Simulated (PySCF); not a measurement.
A PySCF script (with the pyscf-properties extension) for the NMR shieldings of `[SiH3]N([SiH3])c1cccs1`, C4H9NSSi2, on a GFN2-xTB geometry:

```python
import basis_set_exchange as bse
import numpy as np
from pyscf import gto, dft
from pyscf.prop import nmr

atoms = """
Si   -1.764740    1.412090    0.406932
N    -0.973424   -0.083647   -0.045317
Si   -1.788800   -1.560512   -0.515193
C     0.399844   -0.104908   -0.037912
C     1.270804    0.858951    0.382109
C     2.626870    0.489103    0.237547
C     2.788512   -0.747483   -0.287993
S     1.265183   -1.494836   -0.625312
H    -1.464499    1.702669    1.811130
H    -3.188263    1.179166    0.211297
H    -1.267814    2.471848   -0.472565
H    -3.206761   -1.273760   -0.350236
H    -1.346634   -2.631609    0.377867
H    -1.452146   -1.855106   -1.908715
H     0.957054    1.802161    0.790136
H     3.445622    1.127758    0.519669
H     3.692193   -1.279855   -0.503355
"""
names = dict.fromkeys(["Si", "N", "C", "S", "H"], "pcSseg-1")
basis = {el: gto.basis.parse(bse.get_basis(n, elements=[el], fmt="nwchem")) for el, n in names.items()}
mol = gto.M(atom=atoms, basis=basis, charge=0, verbose=0)
mf = dft.RKS(mol, xc="PBE0")
mf.grids.level = 2
mf.grids.alignment = dft.numint.BLKSIZE   # the property module wants whole blocks of grid points
mf.conv_tol = 1e-9
mf.kernel()

calc = nmr.RKS(mf)   # GIAO
C = mf.mo_coeff
Co = C[:, mf.mo_occ > 0]
resp = mf.gen_response(singlet=True, hermi=2)
def vind(x):   # induced exchange potential for any number of trial vectors
    d = np.einsum("pi,xij,qj->xpq", C, 2 * x.reshape(-1, C.shape[1], Co.shape[1]), Co, optimize=True)
    return np.einsum("xpq,pi,qj->xij", resp(d - d.transpose(0, 2, 1)), C, Co, optimize=True).ravel()
mo1, _ = nmr.rhf.solve_mo1(calc, with_cphf=vind)
sigma = calc.kernel(mo1)
for i, s in enumerate(sigma):   # ppm
    print("%2d %-2s %9.2f" % (i, mol.atom_pure_symbol(i), np.trace(s) / 3))
```

**Question.** What are the results?

**Answer.** 
```
 0 Si    400.01
 1 N     214.23
 2 Si    397.73
 3 C      23.42
 4 C      77.99
 5 C      55.65
 6 C      66.20
 7 S     312.69
 8 H      26.72
 9 H      26.97
10 H      26.83
11 H      26.98
12 H      26.74
13 H      26.65
14 H      25.50
15 H      24.68
16 H      25.19
```

These numbers come from an equivalent density-fitted implementation of the same equations, which agrees with the script to about 0.01 ppm for H and up to a few tenths of a ppm for heavy atoms, so last digits may differ.

**Question.** Turn these shieldings into chemical shifts. Referencing at the same level of theory: ²⁹Si (σ = 349.16 ppm) and ¹³C (σ = 186.93 ppm) and ¹H (σ = 31.72 ppm) vs TMS; ¹⁵N (σ = 267.73 ppm) against NH3; ³³S (σ = 503.73 ppm) against CS2.

**Answer.** Averaging equivalent atoms: Si 0/2: -49.7; N 1: 53.5; C 3: 163.5; C 5: 131.3; C 6: 120.7; C 4: 108.9; S 7: 191; H 15: 7.04; H 16: 6.52; H 14: 6.22; H 8/9/10/11/12/13: 4.90 ppm. Experimental scales use liquid or dissolved standards, which lie at an offset from isolated NH3 (liquid NH3: subtract about 20 ppm).

Size and cost of the density-fitted run: 202 basis functions, 30 s wall time on 1 thread of an x86-64 server CPU, shared host.
